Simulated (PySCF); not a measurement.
**Relaxation of quintet CoS₂⁺**

Level of theory: UPBE0 in PySCF with Co def2-SVP, S def2-SVP; no relativity; density-fitted integrals. A (50,194) grid was used.

A hand-made side-on start, of C2v symmetry, held to at least that symmetry:

```xyz
3
charge 1 multiplicity 5, angstrom
Co    0.0000    0.0000   -1.0097
S     1.0000    0.0000    0.9306
S    -1.0000    0.0000    0.9306
```

Optimiser trace:
```tsv
step	E − E(last) (kJ/mol)	largest gradient (Eh/bohr)
0	4.37	0.02137
1	1.03	0.01049
2	0.14	0.00302
3	0.01	0.00098
4	0.00	0.00017
5	0.00	0.00002
```

It ends at C2v with Co–S 2.248 Å (×2), S–S 2.024 Å; Co–S–S 63.3° (×2), S–Co–S 53.5°. A frequency run shows a minimum. Other isomers or separated fragments may lie lower.

With open d or f shells other occupations or spin states may lie lower.

The relaxation took roughly 21 core-seconds on a shared host.
